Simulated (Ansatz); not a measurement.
Ansatz (a quantum-chemistry and plane-wave program) input (CAM-B3LYP/def2-TZVPD):

Ansatz 0.2 input:
```yaml
crystal:
  periodic: [false, false, false]
  atoms:
    - {symbol: B, position_ang: [-0.00000000, -0.00000000, -0.78400375]}
    - {symbol: B, position_ang: [0.00000000, 0.00000000, 0.78400375]}
basis:
  gaussian:
    orbitals: def2-TZVPD
hamiltonian:
  xc: {name: CAM-B3LYP}
total_charge: 1
magnetization: {spin_polarized: true, initial_magnetization: 1}
```

End of the output:

```
integrals: 0.01 GiB planned
330 factors; their error is unknown
integrals: 0.04 GiB planned
122 factors; integrals over basis functions are off by at most 1.3e-4 eV
mean field: 0.17 GiB planned
mean field evaluation 1: about -1333.1683 eV, gradient 6.8e0 eV
mean field evaluation 2: about -1333.4406 eV, gradient 1.5e0 eV
mean field evaluation 4: about -1333.4584 eV, gradient 3.0e-2 eV
mean field evaluation 8: about -1333.4554 eV, gradient 7.5e-4 eV
mean field evaluation 16: about -1333.5080 eV, gradient 4.7e-1 eV
mean field evaluation 32: about -1333.7545 eV, gradient 1.1e0 eV
mean field evaluation 64: about -1333.4550 eV, gradient 4.4e-1 eV
mean field evaluation 96: about -1333.3910 eV, gradient 3.4e0 eV
mean field evaluation 128: about -1334.1527 eV, gradient 2.5e-5 eV
mean field -1334.15272051 eV, -49.0292081577 hartree, gradient 2.5e-5 eV, S^2 1.550414; 11 other end points of the search recorded, 0 dependent functions left out
reference -1334.15281615 eV, -49.0292116722 hartree; 5, 4 occupied and 69, 70 virtual orbitals, 330 factors
Total energy: -1334.15281615 eV, -49.0292116722 hartree
```

This state (charge 1, doublet) is run at the relaxed geometry of the species with charge 0 and multiplicity 3.

The determinant is spin-contaminated: <S^2> is 1.55 against 0.75 for a pure state.
